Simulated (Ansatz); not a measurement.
Ge(CF3)H3 (CH3F3Ge), relaxed as a singlet with RKS PBE0-D4/def2-SVP in Ansatz, starting from the GFN2-xTB geometry. Force threshold 0.02 eV/Å.

Start:

Cartesian coordinates in Å:
```
Ge 0.743 -0.706 -0.081
C -0.700 0.666 0.075
F -0.468 1.537 1.072
F -1.902 0.114 0.321
F -0.836 1.394 -1.047
H 0.320 -1.658 -1.143
H 0.852 -1.366 1.248
H 1.991 0.018 -0.446
```

| step | energy (eV) | largest force component (eV/Å) | SCF passes |
| --- | --- | --- | --- |
| 1 | -65724.2570 | 0.861 | 23 |
| 2 | -65724.3164 | 0.181 | 28 |
| 3 | -65724.3193 | 0.046 | 28 |
| 4 | -65724.3194 | 0.007 | 22 |

Force components are those of the run's own axes.

End:

| atom | x (Å) | y (Å) | z (Å) |
| --- | --- | --- | --- |
| Ge1 | 0.729 | -0.693 | -0.079 |
| C2 | -0.713 | 0.677 | 0.077 |
| F3 | -0.461 | 1.546 | 1.065 |
| F4 | -1.900 | 0.114 | 0.334 |
| F5 | -0.843 | 1.385 | -1.053 |
| H6 | 0.314 | -1.677 | -1.179 |
| H7 | 0.848 | -1.393 | 1.280 |
| H8 | 2.025 | 0.040 | -0.445 |

By distances, no bond broke or formed. The bond that changes most is Ge1–H7, from 1.49 to 1.53 Å (atoms count from 1).

No frequencies were taken in this run, so the end may be a saddle point.

Hardware: 4 threads of Arm Neoverse N1 on a shared host. Wall time 12 s.
